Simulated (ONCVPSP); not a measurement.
## Transferability test, ONCV potential for Zn (Z = 30)

```
Element                 : zinc (Zn)
Generator               : ONCVPSP 4.0.1
Type                    : optimised norm-conserving Vanderbilt (ONCV)
Functional              : PBE
Relativity              : scalar-relativistic
Frozen core             : [Ne]
Valence charge          : 20
Reference configuration : 3s2 3p6 3d10 4s2
Partial waves           : 3s+4s: rc 1.15 bohr, ncon 4, nbas 8, qcut 12.1 1/bohr, 3 projectors, debl 0.6 Ha; 3p: rc 0.65 bohr, ncon 3, nbas 7, qcut 13.2 1/bohr, 2 projectors, debl 2.5 Ha; 3d: rc 1.10 bohr, ncon 3, nbas 8, qcut 15.8 1/bohr, 1 projector
Local potential         : polynomial inside 0.50 bohr (lpopt 5, dvloc0 0 Ha)
Core correction         : none
```

In the p channel the program set the typed energies aside and used -3.065, 0.250 Ha.

Energies are relative to the spin-unpolarised reference configuration 3s2 3p6 3d10 4s2; without spin polarisation the order of configurations can differ from experiment.

| valence configuration | charge | ΔE all-electron (eV) | error AE − PS (meV) |
| --- | --- | --- | --- |
| 3s2 3p6 3d10 4s0 | +2 | 28.331 | +2.4 |
| 3s2 3p6 3d9 4s0 | +3 | 68.865 | -16 |
| 3s2 3p6 3d10 4s1.5 | +0.5 | 3.941 | -0.1 |

(1) What are ΔE and the potential's error for 3s2 3p6 3d10 4s1?

Levels in the configuration 3s2 3p6 3d10 4s1.5:

| level | all-electron (eV) | pseudo (eV) |
| --- | --- | --- |
| 3s | -133.848 | -133.842 |
| 3p | -88.026 | -88.021 |
| 3d | -14.740 | -14.742 |
| 4s | -9.841 | -9.840 |

Results:

(1) ΔE = 9.889 eV all-electron; the error (AE − PS) is 0.0 meV.
